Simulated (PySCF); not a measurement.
# Static response to an electric field

Compound: C₆H₈OSi.
Cartesian coordinates in Å at the GFN2-xTB level; atoms count from 1:
```xyz
16
C6H8OSi angstrom
C      1.690    0.418    2.062
C      1.012   -0.227    1.314
C      0.228   -0.995    0.378
C      1.093   -1.251   -0.868
O      1.931   -2.091   -1.033
Si     0.169    0.095   -1.903
C     -0.900   -0.181   -0.322
C     -1.430    1.013    0.456
H      2.268    0.972    2.739
H     -0.107   -1.915    0.866
H     -0.394   -0.288   -3.193
H      0.865    1.376   -1.944
H     -1.737   -0.857   -0.519
H     -1.875    0.695    1.398
H     -0.630    1.715    0.681
H     -2.191    1.531   -0.124
```

Level: B3LYP/def2-SVPD (PySCF), static field, nuclei fixed, core orbitals frozen in the response. The polarisability tensor in these axes (au):

```
x    91.64  -5.26   8.27
y    -5.26  89.34   4.60
z     8.27   4.60 109.09
```

Q: What are the eigenvalues, a third of the trace, and Δα (Δα² = ½Σ(αi − αj)² over the three pairs)?

A: Principal values 82.14, 95.28 and 112.64 au; mean 96.69 au = 14.33 Å³ = 15.94 × 10⁻⁴⁰ C²·m²/J; Δα = 26.49 au (27 % of the mean).

Q: What is the dipole moment, and where does it point?

A: (-2.43, 1.86, 0.11) D, 3.06 D in size, pointing from the negative to the positive side. Measured along this direction, the outermost atoms are O5 at the negative end and H16 at the positive end.

Q: Give the principal axes and the span of the nuclei along them.

A: Largest value along (0.34, 0.11, 0.93), where the nuclei span 6.58 Å; middle along (-0.67, 0.72, 0.16), 5.54 Å; least along (0.66, 0.68, -0.32), 3.78 Å. The response follows the extents in order.

Q: Find the Langevin capture rate constant for O2+ (31.990 u) meeting this molecule (124.034 u), k = 2.342 × 10⁻⁹ cm³/s × √(α in Å³ / reduced mass in u).

A: The reduced mass is 25.43 u, so k = 1.76 × 10⁻⁹ cm³/s. The formula leaves out the permanent dipole, which adds to the capture rate.

Q: Estimate the molar refractivity from the static electronic polarisability.

A: Lorentz–Lorenz: R = (4π/3)N_A α = 2.5225 cm³/(mol·Å³) × 14.33 Å³ = 36.1 cm³/mol, in the limit of long wavelengths.

Q: What would n − 1 = 2πNα be for an ideal gas of these molecules at 400 K and 1 atm, electronic part alone?

A: N = p/kT = 1.8347 × 10¹⁹ cm⁻³, so n − 1 = 2π × N × 14.33 × 10⁻²⁴ cm³ = 1652 × 10⁻⁶ at long wavelengths, for an ideal gas.

Q: In TDDFT the mean static polarisability is Σ f/ω² over all singlet excitations (ω in hartree). How much of it do the 8 lowest give? Their energies (eV) and oscillator strengths: 3.18, 0.0005; 4.85, 0.0006; 5.09, 0.0504; 5.24, 0.0166; 5.72, 0.0138; 5.86, 0.0015; 6.20, 0.0243; 6.25, 0.0086.

A: They add up to 2.92 au, 3.0 % of the 96.69 au; the largest single term is 1.44 au, from the state at 5.09 eV. Terms in order: 0.04, 0.02, 1.44, 0.45, 0.31, 0.03, 0.47, 0.16 au. Higher excitations give the rest. The strengths listed sum to 0.116.

Geometry: GFN2-xTB, one conformer, isolated molecule.

The run behind these numbers computed excited states as well. Time: 59 s wall (with the writing of density and orbital grids); peak memory 0.92 GiB. Hardware: Arm Neoverse V1, one thread, shared host.
